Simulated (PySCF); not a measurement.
octafluoropropane (C₃F₈), SMILES FC(F)(F)C(F)(F)C(F)(F)F.

Coordinates come from a PBE0-D3(BJ)/def2-SVP optimisation.

The numbers are results of PBE/def2-SVP in PySCF, not measurements.

Isolated molecule, no solvent.

Computed frontier levels, gap, dipole moment and polarisability:
```yaml
highest_occupied_level: -8.57 eV
lowest_empty_level: 0.52 eV
orbital_gap: 9.09 eV
dipole_moment: 0.020 e·Å
quadrupole, principal values (traceless, Buckingham form, about the centre of nuclear charge): -0.23, -0.20, 0.43 D·Å
mean_static_polarisability: 33.4 bohr³ (4.95 Å³)
polarisability_principal_values: 32.4, 33.1, 34.7 bohr³
```
